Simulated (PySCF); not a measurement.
Work out the structure from these simulated measurements.

Elements present: C, F and H. Monoisotopic mass: 152.0061 u.

| Quantity | Value |
| --- | --- |
| Rotational structure | rotational constants A, B, C: 2.573, 1.229, 1.187 GHz [PBE0-D3(BJ)/def2-SVP] |
| 1H NMR | chemical shifts (computed TMS as zero) by class: 4.64 (2 H) ppm [GIAO KT3/pcSseg-2] |
| Dipole | 2.05 D [CAM-B3LYP/def2-SVPD] |
| NMR, other nuclei | isotropic shieldings of nuclei other than C and H, by class: 260 (3 F), 307 (2 F), 434 (1 F) ppm [GIAO KT3/pcSseg-2] |
| 13C NMR | chemical shifts (computed TMS as zero) by class: 127.2 (1 C), 118.7 (1 C), 81.5 (1 C) ppm [GIAO KT3/pcSseg-2] |
| Couplings | largest of the computed one-bond spin–spin couplings (means over like bonds): 19F–13C -354.8 (×3), 19F–13C -314.1 (×2), 19F–13C -258.1, 13C–1H +157.8 (×2) Hz [B3LYP/pcJ-1, spin–dipole term left out for some pairs] |
| UV, strongest line | among the 10 lowest singlet transitions: S9 at 11.52 eV (108 nm, f = 0.063) [TDDFT CAM-B3LYP/def2-SVPD] |
| UV, first state | lowest singlet excitation: 9.49 eV (131 nm, f = 0.005) [TDDFT CAM-B3LYP/def2-SVPD] |
| Triplet | lowest triplet excitation (Tamm–Dancoff): 8.99 eV [TDA CAM-B3LYP/def2-SVPD] |

Gas-phase values; electronic properties from PySCF, density fitting. Levels stand in brackets. Geometry: PBE0-D3(BJ)/def2-SVP, one conformer, isolated molecule. NMR values are class means; diastereotopic atoms form classes of their own.

Task: Which formula fits the mass and the elements?

Result: C3H2F6 (calculated 152.0061). Within 0.0003 u, C11HF would fit the mass too; the spectra decide.

Task: Give a SMILES that accounts for the data.

Result: Numbering: `[F:1][CH2:2][C:3]([F:4])([F:5])[C:6]([F:7])([F:8])[F:9]`. Its formula, C3H2F6, gives 0 degrees of unsaturation, so no ring and no π bond. 3 carbons fall into 3 classes; from least to most shielded: CF3 carbon [C6] (127.2 ppm), CF2 carbon [C3] (118.7 ppm), sp3 C–F carbon [C2] (81.5 ppm). All hydrogens form one class (4.64 ppm): methylene hydrogen. The other shieldings belong to: 260 ppm, fluorine of a CF3 group [F7/F8/F9]; 307 ppm, fluorine of a CF2 group [F4/F5]; 434 ppm, alkyl fluorine [F1]. The couplings run between: -354.8 Hz, fluorine of a CF3 group [F7] and CF3 carbon [C6] (with 2 like pairs); -314.1 Hz, fluorine of a CF2 group [F4] and CF2 carbon [C3] (with 1 like pair); -258.1 Hz, alkyl fluorine [F1] and sp3 C–F carbon [C2]; +157.8 Hz, sp3 C–F carbon [C2] and its hydrogen (with 1 like pair). The optimised geometry has point group Cs and is an asymmetric top. Structure: `FC(F)(F)C(F)(F)CF`. The assignments are read from this structure; whether some other isomer fits the data as well wasn't checked.

Conformer computed: `[F:1][CH2:2][C:3]([F:4])([F:5])[C:6]([F:7])([F:8])[F:9]`: F1–C2–C3–F4 59°, C2–C3–C6–F7 -60°.
